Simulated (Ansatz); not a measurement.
Consider the formal exchange of groups at a B–F bond: `BOBF` + `NC[SiH2][AlH2]` → `BOB[SiH2][AlH2]` + `NCF`.

Gas-phase electronic energies from Ansatz, PBE0-D4/def2-TZVP geometries. CCSD(T)/CBS is the MP2 limit (def2-TZVPP, def2-QZVPP) plus CCSD(T) − MP2 in def2-TZVPP, frozen cores. Functionals use def2-TZVPP. B3LYP here is the variant with VWN-RPA as its local correlation; programs differ in this. Each species was taken in one conformer, which may not be the lowest.

CCSD(T)/CBS gives +1.99 eV.

Q: Another level gave +1.92 eV. Which?
A. PBE/def2-TZVPP
B. B3LYP-D4/def2-TZVPP
C. B2PLYP/def2-TZVPP
D. HF/def2-TZVPP

A: C. B2PLYP 1.92, B3LYP-D4 1.82, PBE 1.63, HF/def2-TZVPP 2.10 eV.

Largest T1 diagnostic among the species: 0.017.

From PBE to PBE0 (25 % exact exchange), in def2-TZVPP and without D4, ΔE moves by +0.16 eV.
